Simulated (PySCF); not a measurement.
## KO₂: from structure and modes to constants

Method: UB3LYP/[K def2-TZVP, O def2-TZVP], no relativity, density fitting, PySCF.

The quartet minimum has C2v symmetry. Masses (u): K 38.96371, O 15.99492.

```xyz
3
charge 0 multiplicity 4, angstrom
K     0.0000    0.0000   -1.1743
O     1.1325    0.0000    1.0690
O    -1.1325    0.0000    1.0690
```

Harmonic wavenumbers (cm⁻¹): 247.9 (a1, ×1), 253.9 (b2, ×1), 344.3 (a1, ×1).

Question: Find the principal moments of inertia and the rotational constants. What kind of rotor is it?

Answer: About the centre of mass I = 41.026, 88.4, 129.43 u Å². With B = 16.8576/I this gives 0.4109, 0.1907, 0.1302 cm⁻¹. The molecule is an asymmetric top with κ = -0.57.

Question: What is the harmonic zero-point energy?

Answer: Half the sum of all 3 wavenumbers, 846/2 = 423 cm⁻¹, which is 5.1 kJ/mol (1 cm⁻¹ = 0.0119627 kJ/mol).

Question: Find the vibrational entropy and heat capacity at 298.15 K.

Answer: With u = 1.43878 ω/T, each mode gives S = R[u/(eᵘ−1) − ln(1−e⁻ᵘ)] and C = R u² eᵘ/(eᵘ−1)².
```
ω (cm⁻¹)      u  S (J/(mol K))  C (J/(mol K))
   247.9  1.196           7.30           7.39
   253.9  1.225           7.13           7.35
   344.3  1.661           4.99           6.64
```
The sums over all modes are S = 19.4 and C = 21.4 J/(mol K); the softest mode gives 38 % of the entropy.

Question: Give the standard entropy (298.15 K, 1 bar) by its translational, rotational, vibrational and spin parts, and Cp.

Answer: Sackur–Tetrode with M = 70.95 u gives 162.0; rotation with symmetry number 2 gives 97.0; vibration 19.4; spin R ln 4 = 11.5. The total is 290.0 J/(mol K), and Cp = 4 R + 21.4 = 54.6 J/(mol K).

Other isomers or separated fragments may lie lower.
